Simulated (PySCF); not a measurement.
# Computed records: BFH$_{5}$NSi, BFH$_{4}$OSi, CH$_{5}$BOSi, CH$_{6}$BNSi

Computed with PySCF 2.14.0. Calculation on a computer-drawn molecule: the log of a Hartree-Fock and frozen-core CCSD(T) single point meant for a local Hartree-Fock minimum, with one planted fault or none, to be diagnosed. Offsets are logged minus clean, where the clean run is the same molecule without the fault. The reference is restricted for singlets and unrestricted otherwise, and also for a bond in bohr or an excited solution. Adding or removing an electron swaps singlet and doublet. The excited solution moves the top pair (singlet) or top alpha electron (doublet) to the lowest empty orbital. Highest occupied and lowest empty are orbital energies over both spins, largest force is the largest gradient component, triples share is (T) over the correlation energy, the T1 limit is 0.02 restricted and 0.045 unrestricted, electrons count all cores, a negative frequency is imaginary (commonest isotopes), and the dipole is about the centre of nuclear charge.

Common to all runs: meant charge 0; meant multiplicity 1; meant basis cc-pV(D+d)Z; logged SCF converged yes; possible faults no fault, one electron removed, one electron added, multiplicity raised by two, geometry at a saddle point, SCF held on an excited solution, minimal basis STO-3G, one bond length entered in bohr, all coordinates scaled.

(1) BFH$_{5}$NSi

Logged structure:
```xyz
9
BFH5NSi
B     -1.3371     2.8251     0.4271
Si    -0.2129     1.3615     1.2662
N      1.0362     0.9274     0.1909
F     -1.2463     0.1404     1.5861
H     -1.6131     3.8448     0.9949
H     -1.7543     2.6911    -0.6914
H      0.4209     1.6694     2.5609
H      1.8098     0.3706     0.5033
H      0.8344     0.7395    -0.7734
```

- logged electrons: 40
- logged basis functions: 90
- logged spin squared: 0
- logged highest occupied: -11.304 eV
- logged lowest empty: 1.3833 eV
- logged largest force: 1.934e-05 hartree/bohr
- logged lowest frequency: 118.43 cm⁻¹
- logged T1 diagnostic: 0.012256
- logged D1 diagnostic: 0.037823
- logged triples share: 0.020627
- logged CC converged: yes
- logged dipole magnitude: 1.9968 debye
- logged SCF stable within its kind: yes
- logged energy HF: -470.48783 hartree
- logged energy CCSD(T): -471.07745 hartree
- planted fault: no fault
- HF energy offset from clean run: 0 kcal/mol
- CCSD(T) energy offset from clean run: 0 kcal/mol

Drawn bonds:
```
atom  other atom  order
   1           2      1
   2           3      1
   2           4      1
   1           5      1
   1           6      1
   2           7      1
   3           8      1
   3           9      1
```

(2) BFH$_{5}$NSi

Logged structure:
```xyz
9
BFH5NSi
B     -1.3371     2.8251     0.4271
Si    -0.2129     1.3615     1.2662
N      1.0362     0.9274     0.1909
F     -1.2463     0.1404     1.5861
H     -1.6131     3.8448     0.9949
H     -2.1254     2.5720    -1.6866
H      0.4209     1.6694     2.5609
H      1.8098     0.3706     0.5033
H      0.8344     0.7395    -0.7734
```

* logged electrons: 40
* logged basis functions: 90
* logged spin squared: 0.6572
* logged highest occupied: -9.6655 eV
* logged lowest empty: 0.89838 eV
* logged largest force: 0.022787 hartree/bohr
* logged T1 diagnostic: 0.056228
* logged D1 diagnostic: 0.27176
* logged triples share: 0.025346
* logged CC converged: yes
* logged dipole magnitude: 1.9758 debye
* logged SCF stable within its kind: yes
* logged energy HF: -470.36944 hartree
* logged energy CCSD(T): -470.9596 hartree
* planted fault: one bond length entered in bohr, row 5 of the drawn bonds
* HF energy offset from clean run: 74.29 kcal/mol
* CCSD(T) energy offset from clean run: 73.95 kcal/mol

Drawn bonds:
```
atom  other atom  order
   1           2      1
   2           3      1
   2           4      1
   1           5      1
   1           6      1
   2           7      1
   3           8      1
   3           9      1
```

Notes: T1 above single-reference limit.

(3) BFH$_{4}$OSi

Logged structure:
```xyz
8
BFH4OSi
B     -0.3398    -1.1977    -0.7658
Si    -2.3286    -1.6026    -0.8356
O     -2.6480    -3.1613    -1.2278
F     -2.8699    -1.2983     0.6631
H      0.1264    -0.1772    -1.1879
H      0.4190    -1.9864    -0.2715
H     -3.1324    -0.7945    -1.7605
H     -2.2181    -3.8592    -0.7560
```

* logged electrons: 40
* logged basis functions: 85
* logged spin squared: 2.0112
* logged highest occupied: -8.2473 eV
* logged lowest empty: -1.6456 eV
* logged largest force: 0.057936 hartree/bohr
* logged T1 diagnostic: 0.018219
* logged D1 diagnostic: 0.096685
* logged triples share: 0.021475
* logged CC converged: yes
* logged dipole magnitude: 1.5039 debye
* logged SCF stable within its kind: yes
* logged energy HF: -490.21514 hartree
* logged energy CCSD(T): -490.81007 hartree
* planted fault: multiplicity raised by two
* HF energy offset from clean run: 74.61 kcal/mol
* CCSD(T) energy offset from clean run: 75.44 kcal/mol

Drawn bonds:
```
atom  other atom  order
   1           2      1
   2           3      1
   2           4      1
   1           5      1
   1           6      1
   2           7      1
   3           8      1
```

(4) CH$_{5}$BOSi

Logged structure:
```xyz
9
CH5BOSi
B      0.0769    -1.6033    -1.7725
Si    -0.9736    -0.5838    -0.4615
C     -1.5852     0.9936    -0.9311
O     -1.4522     1.6496    -2.0811
H      0.5377    -2.6859    -1.5510
H      0.2702    -1.1190    -2.8563
H     -1.3389    -0.9618     0.9120
H     -2.1701     1.5879    -0.2345
H     -0.9434     1.1431    -2.7004
```

* logged electrons: 37
* logged basis functions: 90
* logged spin squared: 0.7584
* logged highest occupied: -15.221 eV
* logged lowest empty: -6.1216 eV
* logged largest force: 0.05978 hartree/bohr
* logged T1 diagnostic: 0.022669
* logged D1 diagnostic: 0.098322
* logged triples share: 0.029362
* logged CC converged: yes
* logged dipole magnitude: 1.7241 debye
* logged SCF stable within its kind: yes
* logged energy HF: -428.923 hartree
* logged energy CCSD(T): -429.45211 hartree
* planted fault: one electron removed
* HF energy offset from clean run: 154.7 kcal/mol
* CCSD(T) energy offset from clean run: 181.8 kcal/mol

Drawn bonds:
```
atom  other atom  order
   1           2      1
   2           3      2
   3           4      1
   1           5      1
   1           6      1
   2           7      1
   3           8      1
   4           9      1
```

(5) CH$_{5}$BOSi

Structure as in entry 4.

- logged electrons: 38
- logged basis functions: 90
- logged spin squared: 2.0188
- logged highest occupied: -6.8399 eV
- logged lowest empty: 0.12836 eV
- logged largest force: 0.055254 hartree/bohr
- logged T1 diagnostic: 0.021331
- logged D1 diagnostic: 0.09296
- logged triples share: 0.027534
- logged CC converged: yes
- logged dipole magnitude: 1.7484 debye
- logged SCF stable within its kind: yes
- logged energy HF: -429.14601 hartree
- logged energy CCSD(T): -429.68426 hartree
- planted fault: multiplicity raised by two
- HF energy offset from clean run: 14.72 kcal/mol
- CCSD(T) energy offset from clean run: 36.13 kcal/mol

Drawn bonds:
```
atom  other atom  order
   1           2      1
   2           3      2
   3           4      1
   1           5      1
   1           6      1
   2           7      1
   3           8      1
   4           9      1
```

(6) CH$_{6}$BNSi

Logged structure:
```xyz
10
CH6BNSi
B     -0.5798     0.5389     0.7470
Si    -1.3324    -0.6078    -0.7573
N     -1.5804    -2.1646    -0.7185
C     -1.3949    -3.2012     0.2508
H     -0.4307     1.7204     0.6108
H     -0.2760     0.0398     1.7916
H     -1.6810     0.0871    -2.0103
H     -2.3493    -3.6976     0.4526
H     -0.9813    -2.8693     1.2122
H     -0.7282    -3.9711    -0.1503
```

* logged electrons: 38
* logged basis functions: 95
* logged spin squared: 0
* logged highest occupied: -4.7335 eV
* logged lowest empty: -4.2745 eV
* logged largest force: 0.3088 hartree/bohr
* logged CC converged: no
* logged dipole magnitude: 8.583 debye
* logged SCF stable within its kind: no
* logged energy HF: -408.99966 hartree
* planted fault: SCF held on an excited solution
* HF energy offset from clean run: 219.2 kcal/mol

Drawn bonds:
```
atom  other atom  order
   1           2      1
   2           3      2
   3           4      1
   1           5      1
   1           6      1
   2           7      1
   4           8      1
   4           9      1
   4          10      1
```

Notes: CCSD not converged.

(7) CH$_{6}$BNSi

Structure as in entry 6.

- logged electrons: 38
- logged basis functions: 95
- logged spin squared: 2.0287
- logged highest occupied: -6.8158 eV
- logged lowest empty: 0.83893 eV
- logged largest force: 0.11781 hartree/bohr
- logged T1 diagnostic: 0.032619
- logged D1 diagnostic: 0.18018
- logged triples share: 0.032085
- logged CC converged: yes
- logged dipole magnitude: 3.5214 debye
- logged SCF stable within its kind: yes
- logged energy HF: -409.31509 hartree
- logged energy CCSD(T): -409.84562 hartree
- planted fault: multiplicity raised by two
- HF energy offset from clean run: 21.28 kcal/mol
- CCSD(T) energy offset from clean run: 39.41 kcal/mol

Drawn bonds:
```
atom  other atom  order
   1           2      1
   2           3      2
   3           4      1
   1           5      1
   1           6      1
   2           7      1
   4           8      1
   4           9      1
   4          10      1
```

(8) CH$_{6}$BNSi

Structure as in entry 6.

- logged electrons: 37
- logged basis functions: 95
- logged spin squared: 0.8105
- logged highest occupied: -16.344 eV
- logged lowest empty: -5.2655 eV
- logged largest force: 0.066432 hartree/bohr
- logged T1 diagnostic: 0.028478
- logged D1 diagnostic: 0.12521
- logged triples share: 0.030237
- logged CC converged: yes
- logged dipole magnitude: 1.1631 debye
- logged SCF stable within its kind: yes
- logged energy HF: -409.09367 hartree
- logged energy CCSD(T): -409.60313 hartree
- planted fault: one electron removed
- HF energy offset from clean run: 160.2 kcal/mol
- CCSD(T) energy offset from clean run: 191.6 kcal/mol

Drawn bonds:
```
atom  other atom  order
   1           2      1
   2           3      2
   3           4      1
   1           5      1
   1           6      1
   2           7      1
   4           8      1
   4           9      1
   4          10      1
```
